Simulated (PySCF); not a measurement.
Simulated absorption spectrum

Compound: C4H5FOS.
InChI=1S/C4H5FOS/c5-3-1-4(7)6-2-3/h3H,1-2H2/t3-/m0/s1

Computed with PySCF, TDDFT CAM-B3LYP/def2-SVPD, vertical, gas phase, core orbitals frozen in the response. Isolated species at its GFN2-xTB geometry (one conformer only).

Broadening: Gaussians 0.25 eV wide at half height, area fixed by f = 4.319×10⁻⁹ ∫ε dν̃. The width is an assumption, not a result. The curve ends short of the highest state used, and states not computed would add to its high-energy end.

```csv
E (eV),ε (L mol⁻¹ cm⁻¹)
2.87,0
2.96,0
3.05,0
3.14,0
3.24,0
3.33,0
3.42,0
3.52,0
3.61,0
3.70,0
3.79,0
3.89,0
3.98,0
4.07,0
4.17,0
4.26,0
4.35,0
4.44,0
4.54,0
4.63,0
4.72,0
4.82,0
4.91,0
5.00,1
5.10,61
5.19,822
5.28,5409
5.37,17354
5.47,27284
5.56,19201
5.65,6586
5.75,866
5.84,111
5.93,456
6.02,2172
6.12,5325
6.21,5591
6.30,2861
6.40,586
6.49,80
6.58,179
6.67,1072
6.77,3686
6.86,5933
```

Q: Locate the maxima and give the states behind the curve.

A: 227 nm (5.47 eV), ε about 27000, made up of S2 (100%); 201 nm (6.17 eV), ε about 6000, made up of S3 (100%) (ε in L mol⁻¹ cm⁻¹; maxima over ε = 5, shares over 10%). At its high-energy end, 6.86 eV, the curve is still rising (ε about 5900, from S4 and S5). The states used: S1 3.24 eV (f 0.0000); S2 5.47 eV (f 0.253); S3 6.17 eV (f 0.055); S4 6.85 eV (f 0.036); S5 6.95 eV (f 0.027); S6 7.11 eV (f 0.011); S7 7.22 eV (f 0.0065); S8 7.46 eV (f 0.014).

Q: On this curve, what absorbance would a 10⁻⁴ mol/L sample give at 222 nm over a 1 cm path?

A: 222 nm is 5.585 eV, where ε is about 15000 L mol⁻¹ cm⁻¹, so A = ε c l ≈ 1.5 (Beer–Lambert, with the gas-phase spectrum and the assumed width).

Q: Coming from long wavelengths, where does ε first pass 100 L mol⁻¹ cm⁻¹?

A: At about 242 nm (5.12 eV), 1.88 eV above S1.

Q: Does any computed singlet lie in the visible range?

A: S1 lies in the visible range (380 to 750 nm), at 383 nm, dark in the vertical dipole picture (f under 0.0005); light of that wavelength is violet, and its complementary colour is yellow-green; a Tamm–Dancoff triplet lies at 431 nm, without intensity as long as spin–orbit coupling is left out.
